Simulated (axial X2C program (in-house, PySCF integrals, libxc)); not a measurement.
**SPrS: the levels of the configuration f(δφ)1 f(π)0**

Computed with an in-house all-electron X2C program for linear molecules (integrals from PySCF): two-component X2C with atomic mean-field Coulomb and Gaunt terms, basis S dyall-v3z, Pr dyall-v3z (cores contracted in-house). Orbitals come from Hartree–Fock averaged over the configuration Pr f(δφ)1 f(π)0; CI then distributes these electrons over the f(δφ), f(π) shells of Pr.

S–Pr–S held linear, both bonds 2.345 Å (near the minimum of the configuration average).

Lowest levels of this model:

| Ω | energy (cm⁻¹) | g∥ | configuration |
| --- | --- | --- | --- |
| 5/2 | 0 | 4.14 | 100% f(δφ)1 |
| 3/2 | 2185 | 2.06 | 100% f(δφ)1 |
| 7/2 | 2588 | 8.00 | 100% f(δφ)1 |
| 5/2 | 4274 | 5.86 | 100% f(δφ)1 |

g∥ is the magnitude of 2⟨Lz + ge Sz⟩ for the +Ω component.

Question: From Ω and g∥ of the lowest level, whose 2⟨Lz + ge Sz⟩ is positive, find ⟨Sz⟩ and ⟨Lz⟩ (ge = 2.0023).

Answer: Ω = ⟨Lz⟩ + ⟨Sz⟩ = 5/2 and ⟨Lz⟩ + ge⟨Sz⟩ = 2.070, so ⟨Sz⟩ = -0.43 and ⟨Lz⟩ = 2.93.

Occupations of the active spinors in the lowest level by ω, shell by shell in order of energy: -7/2: 0.00; -5/2: 0.00 0.00; -3/2: 0.00 0.00; -1/2: 0.00; 1/2: 0.00; 3/2: 0.00 0.00; 5/2: 0.69 0.31; 7/2: 0.00. The leading determinant has weight 0.69 among 2.

This point took 5.8 s on 1 thread of Arm Neoverse V1, with other jobs on the host.

Dynamic correlation is missing, so gaps between terms are too wide and other configurations may lie lower; the lowest level listed is that of this model, not necessarily the ground state. At most 6 roots were kept for each Ω > 0 (twice that for Ω = 0) within 3.5 eV of the lowest, so higher up levels can be missing between those listed; levels with Ω > 0 are doubly degenerate and listed once, Ω = 0 levels singly. States that fill the shells left empty in the average are placed too high. The molecule was held linear; bending was not examined.
